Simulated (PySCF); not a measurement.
FIn, charge +1, multiplicity 2. Atoms are numbered in the order given.

```xyz
2

In     0.0000     0.0000    -0.2966
F      0.0000     0.0000     1.6149
```
Charge +1, spin multiplicity 2.

The structure is a stationary point at PBE0-D3(BJ)/def2-TZVP. The spin state was assumed, not searched. The def2 effective core potentials stand for the cores of In; spin–orbit coupling is left out.

Calculation: M06-2X/def2-TZVPD run with PySCF.

Mulliken values depend strongly on the basis, most of all with diffuse functions as here. ESP charges are fitted to the potential on shells at 1.4 to 2.0 van der Waals radii. Atomic charges (e):

| atom | ESP fit | Mulliken | Mulliken spin |
|---|---|---|---|
| In1 | 1.30 | 1.42 | 0.77 |
| F2 | -0.30 | -0.42 | 0.23 |
